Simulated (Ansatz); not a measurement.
Ansatz (a first-principles code) input (CCSD(T)/aug-cc-pVDZ):

Ansatz 0.2 input:
```yaml
crystal:
  periodic: [false, false, false]
  atoms:
    - {symbol: C, position_ang: [-2.70778772, -0.65331949, -0.41539753]}
    - {symbol: C, position_ang: [-1.51786384, 0.02619302, 0.25576849]}
    - {symbol: C, position_ang: [-0.22219759, -0.14557627, -0.53232133]}
    - {symbol: C, position_ang: [0.98703306, 0.50905786, 0.11748509]}
    - {symbol: C, position_ang: [2.23678266, 0.40636272, -0.74563050]}
    - {symbol: O, position_ang: [1.18322608, -0.13906207, 1.38025596]}
    - {symbol: H, position_ang: [-2.53896246, -1.72815321, -0.51728319]}
    - {symbol: H, position_ang: [-3.62389518, -0.51484834, 0.16171872]}
    - {symbol: H, position_ang: [-2.88139227, -0.25097478, -1.41688892]}
    - {symbol: H, position_ang: [-1.37701651, -0.37489594, 1.26099599]}
    - {symbol: H, position_ang: [-1.72515330, 1.09499536, 0.37544002]}
    - {symbol: H, position_ang: [-0.34348373, 0.27515692, -1.53569584]}
    - {symbol: H, position_ang: [-0.00499949, -1.21142007, -0.66028572]}
    - {symbol: H, position_ang: [0.75794647, 1.57068965, 0.29089279]}
    - {symbol: H, position_ang: [3.09429360, 0.86933129, -0.25016683]}
    - {symbol: H, position_ang: [2.09298835, 0.91360591, -1.70194669]}
    - {symbol: H, position_ang: [2.47820626, -0.64063580, -0.93893946]}
    - {symbol: H, position_ang: [1.94986002, 0.25333868, 1.81068604]}
basis:
  gaussian:
    orbitals: aug-cc-pVDZ
magnetization: {spin_polarized: false}
correlation: {method: ccsd_t, electrons: outside_noble_gas}
output: {forces: true}
```

End of the output:

```
Atom 4 at     2.236783     0.406363    -0.745630 Å, force    -0.058322    -0.013152     0.024014 eV/Å
Atom 5 at     1.183226    -0.139062     1.380256 Å, force    -0.170586    -0.351275     0.307766 eV/Å
Atom 6 at    -2.538962    -1.728153    -0.517283 Å, force     0.088150    -0.474946    -0.033932 eV/Å
Atom 7 at    -3.623895    -0.514848     0.161719 Å, force    -0.397243     0.066804     0.261635 eV/Å
Atom 8 at    -2.881392    -0.250975    -1.416889 Å, force    -0.067009     0.191329    -0.438998 eV/Å
Atom 9 at    -1.377017    -0.374896     1.260996 Å, force     0.057868    -0.196821     0.444609 eV/Å
Atom 10 at    -1.725153     1.094995     0.375440 Å, force    -0.082835     0.467180     0.036572 eV/Å
Atom 11 at    -0.343484     0.275157    -1.535696 Å, force    -0.047982     0.206111    -0.446472 eV/Å
Atom 12 at    -0.004999    -1.211420    -0.660286 Å, force     0.105664    -0.475421    -0.044705 eV/Å
Atom 13 at     0.757946     1.570690     0.290893 Å, force    -0.094009     0.426116     0.069822 eV/Å
Atom 14 at     3.094294     0.869331    -0.250167 Å, force     0.360839     0.203503     0.229554 eV/Å
Atom 15 at     2.092988     0.913606    -1.701947 Å, force    -0.084689     0.238982    -0.419956 eV/Å
Atom 16 at     2.478206    -0.640636    -0.938939 Å, force     0.092251    -0.474466    -0.071747 eV/Å
Atom 17 at     1.949860     0.253339     1.810686 Å, force     0.175661     0.107703     0.074082 eV/Å
Dipole moment:     0.182574     0.234584    -0.116031 e Å
```
